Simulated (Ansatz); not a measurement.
Basis-set extrapolation for C2H7NOSi, SMILES `CN(C)[Si]O` (PBE0-D4/def2-TZVP geometry, frozen core, Ansatz 0.2.0). Multiplicity 1, RHF reference.

```
                      def2-TZVPP   def2-QZVPP
                 HF  -498.185971  -498.205328
    MP2 correlation    -0.908828    -0.973192
CCSD(T) correlation    -0.986747      not run
```

Energies in hartree. Use E(X) = E(∞) + A·exp(−7.88·√X) for Hartree–Fock and E(X) = E(∞) + B·X^(−2.97) for correlation, with X = 3 and 4, and add CCSD(T) minus MP2 of the smaller set to the MP2 limit.

Problem. What is the CCSD(T) energy at the basis-set limit?

Solution. HF limit: -498.205328 + (-0.019357) × 0.13774 = -498.20799. MP2 limit: -0.973192 + (-0.064364) × 0.74074 = -1.02087. Higher-order term: -0.986747 − (-0.908828) = -0.07792. Total: -499.30678 hartree, 3.65 eV below CCSD(T)/def2-TZVPP.
